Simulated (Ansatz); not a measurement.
Isolated molecules relaxed with PBE0-D4/def2-TZVP in Ansatz; ΔE leaves out vibrations. CCSD(T)/CBS adds triple-zeta CCSD(T) − MP2 to the extrapolated MP2 energy (def2 sets, frozen cores). This one scheme is used for every species. For Ga outer-core shells are correlated without core-valence functions, which leaves a few kJ/mol of doubt a bond. Scalar relativity is left out up to krypton. One conformer a species, not always the lowest.

`FC1=C[SiH]1[GaH2]` + H₂O → `O[SiH]1C=C1F` + `[GaH3]`  (formal hydrolysis of the Si–Ga bond)

| species | HF/def2-QZVPP energy (Eh) |
| --- | --- |
| `FC1=C[SiH]1[GaH2]` | -2389.72264 |
| H₂O | -76.06663 |
| `O[SiH]1C=C1F` | -540.83032 |
| `[GaH3]` | -1925.00483 |

Question: Work out ΔE.

Answer: ΔE = (-540.83032) + (-1925.00483) − (-2389.72264) − (-76.06663) = -0.04588 Eh = -120.5 kJ/mol. CCSD(T)/CBS gives -84.3 kJ/mol.

Largest T1 diagnostic among the species: 0.015.

In def2-TZVPP, CCSD(T) changes the Hartree–Fock value by +30.4 kJ/mol (the triples alone add +4.3 kJ/mol) and MP2 by +26.0 kJ/mol. From BLYP to BHLYP (50 % exact exchange), in def2-TZVPP and without D4, ΔE moves by −18.1 kJ/mol.
